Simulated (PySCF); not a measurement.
Task: Write Cartesian coordinates for `CC#CC1=C[C]=CC=C1` [radical] as optimised with PBE0-D3(BJ)/def2-SVP. (Doublet state.)

Result: 
```xyz
16
C9H7 angstrom
C     -3.689    0.363   -0.075
C     -2.251    0.170   -0.047
C     -1.046    0.012   -0.020
C      0.368   -0.185    0.013
C      0.905   -1.491    0.099
C      2.272   -1.603    0.127
C      3.174   -0.564    0.079
C      2.629    0.725   -0.006
C      1.250    0.910   -0.039
H     -3.951    1.334   -0.525
H     -4.114    0.339    0.941
H     -4.184   -0.426   -0.663
H      0.238   -2.355    0.141
H      4.256   -0.721    0.105
H      3.294    1.592   -0.048
H      0.834    1.917   -0.105
```

Any rigid rotation of these coordinates is as good. Atoms count from 1 in this order. C9 (carbon bonded to 2 C and H) is planar (angles 121.1°, 120.1° and 118.8°, sum 360.0°, 0.00 Å off the plane of its three neighbours). C4 (carbon bonded to 3 C) is planar (angles 120.8°, 120.3° and 118.8°, sum 360.0°, 0.00 Å off the plane of its three neighbours). C5 (carbon bonded to 2 C and H) is planar (angles 122.9°, 120.0° and 117.1°, sum 360.0°, 0.00 Å off the plane of its three neighbours). C7 (carbon bonded to 2 C and H) is planar (angles 122.6°, 121.2° and 116.2°, sum 360.0°, 0.00 Å off the plane of its three neighbours).

Bonds between heavy atoms (Å): C1–C2 1.452, C2≡C3 1.215, C3–C4 1.428, C4–C5 1.414, C5–C6 1.372, C6–C7 1.377, C7–C8 1.402, C8–C9 1.392, C4–C9 1.408.

Method: PBE0-D3(BJ)/def2-SVP geometry optimisation, gas phase (PySCF 2.14.0).

PBE0-D3(BJ)/def2-SVP frequencies: not computed here. ⟨S²⟩ = 0.762 (exact for a doublet: 0.75).

Time: 2.3 min of wall time. Hardware: one thread, Arm Neoverse V1 (shared host). These figures are those of the optimisation.
